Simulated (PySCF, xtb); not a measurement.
C3H6FNSi, SMILES FC1=CCN1[SiH3].

Harmonic wavenumbers (cm⁻¹) from GFN2-xTB in xtb at its own minimum, in rising order: 77, 96, 147, 279, 394, 528, 546, 569, 617, 648, 714, 739, 801, 811, 949, 979, 1038, 1053, 1142, 1165, 1207, 1403, 1449, 1704, 2204, 2281, 2309, 2987, 3000, 3218.

Q: What does PySCF 2.14.0 with B3LYP-D3(BJ)/def2-SVP give at its own minimum? (The exact figures need the calculation; the answer reports its results.)

A: 85, 102, 153, 282, 421, 570, 614, 660, 695, 700, 742, 920, 933, 970, 972, 989, 998, 1100, 1167, 1196, 1212, 1420, 1475, 1718, 2185, 2242, 2249, 3048, 3115, 3305. Paired by order, the mean absolute difference is 50 cm⁻¹ and the zero-point energies are 50.1 and 51.8 kcal/mol.
